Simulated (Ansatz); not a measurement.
Si₂Au₄⁻. Charge -1, multiplicity 2. Geometry r2SCAN-D4/def2-SVPD.

```xyz
6

Au   -1.4135    0.3106   -0.9862
Au    2.3043   -0.3671   -1.1982
Au   -3.6853    0.3923   -2.2455
Au    0.8274   -1.4683    1.9510
Si    0.5548    0.2787    0.1927
Si    1.4123    0.8538    2.2862
```

In the def2 sets Au takes a core potential; there is no spin–orbit coupling. At HF/def2-TZVPD the charge -1 doublet is spin-contaminated (final ⟨S²⟩ up to 0.88, 0.75 for a pure state). The structure comes from a short search, and lower isomers may exist.

Q: Estimate the α-spin orbital energies around the gap (eV) in Ansatz with HF/def2-TZVPD, PBE-D4/def2-TZVPD, r2SCAN-D4/def2-TZVPD, PBE0-D4/def2-TZVPD, r2SCAN0-D4/def2-TZVPD.

A: 
```json
{"orbital": "HOMO−9", "HF/def2-TZVPD": "-7.65", "PBE-D4/def2-TZVPD": "-3.27", "r2SCAN-D4/def2-TZVPD": "-3.47", "PBE0-D4/def2-TZVPD": "-4.19", "r2SCAN0-D4/def2-TZVPD": "-4.35"}
{"orbital": "HOMO−8", "HF/def2-TZVPD": "-7.65", "PBE-D4/def2-TZVPD": "-2.90", "r2SCAN-D4/def2-TZVPD": "-3.07", "PBE0-D4/def2-TZVPD": "-4.03", "r2SCAN0-D4/def2-TZVPD": "-4.20"}
{"orbital": "HOMO−7", "HF/def2-TZVPD": "-7.52", "PBE-D4/def2-TZVPD": "-2.79", "r2SCAN-D4/def2-TZVPD": "-3.01", "PBE0-D4/def2-TZVPD": "-3.96", "r2SCAN0-D4/def2-TZVPD": "-4.13"}
{"orbital": "HOMO−6", "HF/def2-TZVPD": "-7.51", "PBE-D4/def2-TZVPD": "-2.52", "r2SCAN-D4/def2-TZVPD": "-2.71", "PBE0-D4/def2-TZVPD": "-3.87", "r2SCAN0-D4/def2-TZVPD": "-4.04"}
{"orbital": "HOMO−5", "HF/def2-TZVPD": "-7.05", "PBE-D4/def2-TZVPD": "-2.43", "r2SCAN-D4/def2-TZVPD": "-2.62", "PBE0-D4/def2-TZVPD": "-3.87", "r2SCAN0-D4/def2-TZVPD": "-4.04"}
{"orbital": "HOMO−4", "HF/def2-TZVPD": "-5.26", "PBE-D4/def2-TZVPD": "-2.40", "r2SCAN-D4/def2-TZVPD": "-2.61", "PBE0-D4/def2-TZVPD": "-3.77", "r2SCAN0-D4/def2-TZVPD": "-3.94"}
{"orbital": "HOMO−3", "HF/def2-TZVPD": "-5.06", "PBE-D4/def2-TZVPD": "-2.40", "r2SCAN-D4/def2-TZVPD": "-2.61", "PBE0-D4/def2-TZVPD": "-3.48", "r2SCAN0-D4/def2-TZVPD": "-3.66"}
{"orbital": "HOMO−2", "HF/def2-TZVPD": "-4.69", "PBE-D4/def2-TZVPD": "-2.23", "r2SCAN-D4/def2-TZVPD": "-2.40", "PBE0-D4/def2-TZVPD": "-3.12", "r2SCAN0-D4/def2-TZVPD": "-3.25"}
{"orbital": "HOMO−1", "HF/def2-TZVPD": "-3.45", "PBE-D4/def2-TZVPD": "-1.63", "r2SCAN-D4/def2-TZVPD": "-1.76", "PBE0-D4/def2-TZVPD": "-2.27", "r2SCAN0-D4/def2-TZVPD": "-2.40"}
{"orbital": "HOMO", "HF/def2-TZVPD": "-2.77", "PBE-D4/def2-TZVPD": "-0.84", "r2SCAN-D4/def2-TZVPD": "-1.05", "PBE0-D4/def2-TZVPD": "-1.45", "r2SCAN0-D4/def2-TZVPD": "-1.65"}
{"orbital": "LUMO", "HF/def2-TZVPD": "3.15", "PBE-D4/def2-TZVPD": "-0.01", "r2SCAN-D4/def2-TZVPD": "0.12", "PBE0-D4/def2-TZVPD": "0.72", "r2SCAN0-D4/def2-TZVPD": "0.77"}
{"orbital": "LUMO+1", "HF/def2-TZVPD": "3.43", "PBE-D4/def2-TZVPD": "0.30", "r2SCAN-D4/def2-TZVPD": "0.41", "PBE0-D4/def2-TZVPD": "0.99", "r2SCAN0-D4/def2-TZVPD": "1.04"}
{"orbital": "LUMO+2", "HF/def2-TZVPD": "3.54", "PBE-D4/def2-TZVPD": "0.57", "r2SCAN-D4/def2-TZVPD": "0.67", "PBE0-D4/def2-TZVPD": "1.19", "r2SCAN0-D4/def2-TZVPD": "1.23"}
{"orbital": "LUMO+3", "HF/def2-TZVPD": "4.40", "PBE-D4/def2-TZVPD": "1.52", "r2SCAN-D4/def2-TZVPD": "1.74", "PBE0-D4/def2-TZVPD": "2.19", "r2SCAN0-D4/def2-TZVPD": "2.33"}
{"orbital": "LUMO+4", "HF/def2-TZVPD": "4.53", "PBE-D4/def2-TZVPD": "2.03", "r2SCAN-D4/def2-TZVPD": "2.25", "PBE0-D4/def2-TZVPD": "2.63", "r2SCAN0-D4/def2-TZVPD": "2.75"}
{"orbital": "LUMO+5", "HF/def2-TZVPD": "4.62", "PBE-D4/def2-TZVPD": "2.09", "r2SCAN-D4/def2-TZVPD": "2.34", "PBE0-D4/def2-TZVPD": "2.69", "r2SCAN0-D4/def2-TZVPD": "2.84"}
{"orbital": "β HOMO", "HF/def2-TZVPD": "-3.25", "PBE-D4/def2-TZVPD": "-1.56", "r2SCAN-D4/def2-TZVPD": "-1.67", "PBE0-D4/def2-TZVPD": "-2.17", "r2SCAN0-D4/def2-TZVPD": "-2.29"}
{"orbital": "β LUMO", "HF/def2-TZVPD": "3.14", "PBE-D4/def2-TZVPD": "-0.04", "r2SCAN-D4/def2-TZVPD": "0.19", "PBE0-D4/def2-TZVPD": "0.75", "r2SCAN0-D4/def2-TZVPD": "0.82"}
```
